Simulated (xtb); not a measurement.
CH3Si, doublet, from a rough starting geometry; GFN2-xTB (xtb).

The xtb input:
```
$ xtb mol.xyz --gfn 2 --uhf 1 --opt vtight --json

# file mol.xyz
5

C      1.17484652    -0.56643651     0.16825517
Si    -0.47593565     0.13046088     0.00426674
H      1.99035034     0.09935549     0.06142879
H     -1.15637005     1.38701866    -0.04273456
H     -1.54839850    -0.89226402     0.02730327
```

The log (banner, timings and long lists left out):

```
   ID    Z sym.   atoms
    1    6 C      1
    2   14 Si     2
    3    1 H      3-5

           -------------------------------------------------
          |                Calculation Setup                |
           -------------------------------------------------

           -------------------------------------------------
          |                 G F N 2 - x T B                 |
           -------------------------------------------------

          ...................................................
          :                      SETUP                      :
          :.................................................:
          :  # basis functions                  17          :
          :  # atomic orbitals                  16          :
          :  # shells                            8          :
          :  # electrons                        11          :
          :  max. iterations                   250          :
          :  Hamiltonian                  GFN2-xTB          :
          :  restarted?                      false          :
          :  GBSA solvation                  false          :
          :  PC potential                    false          :
          :  electronic temp.          300.0000000     K    :
          :  accuracy                    1.0000000          :
          :  -> integral cutoff          0.2500000E+02      :
          :  -> integral neglect         0.1000000E-07      :
          :  -> SCF convergence          0.1000000E-05 Eh   :
          :  -> wf. convergence          0.1000000E-03 e    :
          :  Broyden damping             0.4000000          :
          :  net charge                          0          :
          :  unpaired electrons                  1          :
          ...................................................

 iter      E             dE          RMSdq      gap      omega  full diag
   1     -5.2577446 -0.525774E+01  0.167E+01    2.67       0.0  T
   2     -5.2492555  0.848907E-02  0.130E+01    2.15       1.0  T
   3     -4.5559233  0.693332E+00  0.102E+01    5.14       1.0  T
   4     -5.2038869 -0.647964E+00  0.558E+00    2.19       1.0  T
   5     -5.3056800 -0.101793E+00  0.256E+00    2.53       1.0  T
   6     -5.3064383 -0.758235E-03  0.207E+00    2.56       1.0  T
   7     -5.3066842 -0.245924E-03  0.191E+00    2.59       1.0  T
   8     -5.3074638 -0.779633E-03  0.147E-01    2.69       1.0  T
   9     -5.3074836 -0.198316E-04  0.133E-01    2.68       1.0  T
  10     -5.3074837 -0.912027E-07  0.338E-02    2.68       1.3  T
  11     -5.3074866 -0.290690E-05  0.155E-02    2.67       2.9  T
  12     -5.3074868 -0.114071E-06  0.315E-03    2.67      14.2  T
  13     -5.3074868 -0.117522E-07  0.163E-03    2.67      27.4  T
  14     -5.3074868 -0.286613E-09  0.408E-04    2.67     109.7  T
  15     -5.3074868 -0.605587E-10  0.570E-05    2.67     784.1  T

   *** convergence criteria satisfied after 15 iterations ***

         :::::::::::::::::::::::::::::::::::::::::::::::::::::
         ::                     SUMMARY                     ::
         :::::::::::::::::::::::::::::::::::::::::::::::::::::
         :: total energy              -5.241915301764 Eh    ::
         :: gradient norm              0.059677368763 Eh/a0 ::
         :: HOMO-LUMO gap              2.671727913507 eV    ::
         ::.................................................::
         :: SCC energy                -5.307486696276 Eh    ::
         :: -> isotropic ES            0.008075501051 Eh    ::
         :: -> anisotropic ES          0.002762135333 Eh    ::
         :: -> anisotropic XC         -0.012823209141 Eh    ::
         :: -> dispersion             -0.001954311939 Eh    ::
         :: repulsion energy           0.065571394512 Eh    ::
         :: add. restraining           0.000000000000 Eh    ::
         :: total charge              -0.000000000000 e     ::
         :::::::::::::::::::::::::::::::::::::::::::::::::::::

[...]
 * total energy  :    -5.2419153 Eh     change       -0.6421530E-12 Eh
 * total energy  :    -5.2435730 Eh     change       -0.1657732E-02 Eh
 * total energy  :    -5.2427106 Eh     change        0.8624834E-03 Eh
 * total energy  :    -5.2442541 Eh     change       -0.1543518E-02 Eh
 * total energy  :    -5.2442643 Eh     change       -0.1028081E-04 Eh
 * total energy  :    -5.2442685 Eh     change       -0.4200041E-05 Eh
 * total energy  :    -5.2442711 Eh     change       -0.2505569E-05 Eh
 * total energy  :    -5.2442734 Eh     change       -0.2341001E-05 Eh
 * total energy  :    -5.2442749 Eh     change       -0.1510272E-05 Eh
 * total energy  :    -5.2442753 Eh     change       -0.3682015E-06 Eh
 * total energy  :    -5.2442753 Eh     change       -0.3474876E-07 Eh
   *** GEOMETRY OPTIMIZATION CONVERGED AFTER 11 ITERATIONS ***
         :: total energy              -5.244275308542 Eh    ::
[...]
         :: add. restraining           0.000000000000 Eh    ::
         :: total charge               0.000000000000 e     ::
         :::::::::::::::::::::::::::::::::::::::::::::::::::::

           -------------------------------------------------
          |                Property Printout                |
           -------------------------------------------------

    * Orbital Energies and Occupations

         #    Occupation            Energy/Eh            Energy/eV
      -------------------------------------------------------------
         1        2.0000           -0.6760969             -18.3975
         2        2.0000           -0.5105560             -13.8929
         3        2.0000           -0.4289778             -11.6731
         4        2.0000           -0.4048522             -11.0166
         5        1.9997           -0.3424816              -9.3194
         6        1.0003           -0.3270685              -8.9000 (HOMO)
         7                         -0.2222482              -6.0477 (LUMO)
         8                         -0.1377660              -3.7488
         9                         -0.1059556              -2.8832
        10                         -0.1032345              -2.8092
        11                         -0.0535160              -1.4562
        12                          0.0150629               0.4099
        13                          0.2386266               6.4934
        14                          0.4689357              12.7604
        15                          0.6259671              17.0334
        16                          0.9373154              25.5056
      -------------------------------------------------------------
                  HL-Gap            0.1048203 Eh            2.8523 eV
             Fermi-level           -0.3047167 Eh           -8.2918 eV

     #   Z          covCN         q      C6AA      α(0)
     1   6 C        1.810    -0.236    38.242     9.993
     2  14 Si       2.719     0.367   180.814    29.532
     3   1 H        0.924     0.049     2.328     2.386
     4   1 H        0.915    -0.073     4.715     3.396
     5   1 H        0.919    -0.107     5.799     3.766

 Mol. C6AA /au·bohr⁶  :        648.882420
 Mol. C8AA /au·bohr⁸  :      27793.926804
 Mol. α(0) /au        :         49.073016

Wiberg/Mayer (AO) data.
largest (>0.10) Wiberg bond orders for each atom

 ---------------------------------------------------------------------------
     #   Z sym  total        # sym  WBO       # sym  WBO       # sym  WBO
 ---------------------------------------------------------------------------
     1   6 C    2.970 --     2 Si   1.938     3 H    0.944
     2  14 Si   3.796 --     1 C    1.938     5 H    0.908     4 H    0.901
     3   1 H    0.998 --     1 C    0.944
     4   1 H    0.995 --     2 Si   0.901
     5   1 H    0.989 --     2 Si   0.908
 ---------------------------------------------------------------------------

Topologies differ in total number of bonds
Writing topology from bond orders to xtbtopo.mol

molecular dipole:
                 x           y           z       tot (Debye)
 q only:       -0.181       0.326      -0.022
   full:       -0.718       0.801      -0.063       2.740
molecular quadrupole (traceless):
                xx          xy          yy          xz          yz          zz
 q only:       -0.856       0.664      -0.367      -0.124       0.144       1.223
  q+dip:        1.818       1.177      -1.055      -0.075       0.157      -0.762
   full:       -1.189       2.787      -2.245      -0.384       0.483       3.434

optimized geometry written to: xtbopt.xyz

           -------------------------------------------------
          | TOTAL ENERGY               -5.244275308542 Eh   |
          | GRADIENT NORM               0.000051451738 Eh/α |
          | HOMO-LUMO GAP               2.852306671780 eV   |
           -------------------------------------------------

normal termination of xtb
```
